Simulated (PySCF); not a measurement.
A structure optimised at PBE-D3(BJ)/def2-SVP, used in a PySCF frequency run:

```xyz
12

O     -1.0355     1.5519    -0.5140
Si    -1.3449     0.2212     0.4549
F     -2.1611    -0.9177    -0.4077
Si     0.7980    -0.5827     0.9573
Si     2.1476    -0.0090    -0.8822
H     -1.8021     2.0934    -0.7742
H     -2.2550     0.5779     1.6000
H      1.3127     0.0757     2.2124
H      0.7596    -2.0717     1.1786
H      2.2847     1.4861    -0.9507
H      3.5183    -0.6209    -0.7585
H      1.5069    -0.5092    -2.1475
```
Charge 0, spin multiplicity 1.

Question: Write its SMILES and formula.

Answer: O[Si@@H](F)[SiH2][SiH3], FH7OSi3

Question: What are its rotational constants (standard atomic weights)?

Answer: 3.3784, 1.2940, 1.1582 GHz
